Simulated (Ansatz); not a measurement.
Ansatz (a program for electronic structure) input:
A basis named .json is the Basis Set Exchange file of that set.

Ansatz 0.2 input:
```yaml
crystal:
  periodic: [false, false, false]
  atoms:
    - {symbol: Zn, position_ang: [0.00261532, 0.30952722, 0.06880012]}
    - {symbol: O, position_ang: [1.25801366, -0.35889392, -1.22220738]}
    - {symbol: H, position_ang: [1.76755228, 0.40700812, -1.50771618]}
    - {symbol: O, position_ang: [-1.26799587, -0.82251379, 0.95961016]}
    - {symbol: H, position_ang: [-1.76615436, -0.24156291, 1.54449049]}
basis:
  gaussian:
    orbitals: def2-QZVPPD.json
    fitting: {mean_field: def2-universal-jkfit, correlation: def2-QZVPPD-RIFIT.json}
total_charge: -1
magnetization: {spin_polarized: true, initial_magnetization: 1}
correlation: {method: mp2, electrons: outside_noble_gas}
```

Task: Which total energy does the run end on?

Result: -1929.92868 Eh (RI-MP2/def2-QZVPPD). The basis has 298 functions.

The spin state was set by rule; other spins were not relaxed.
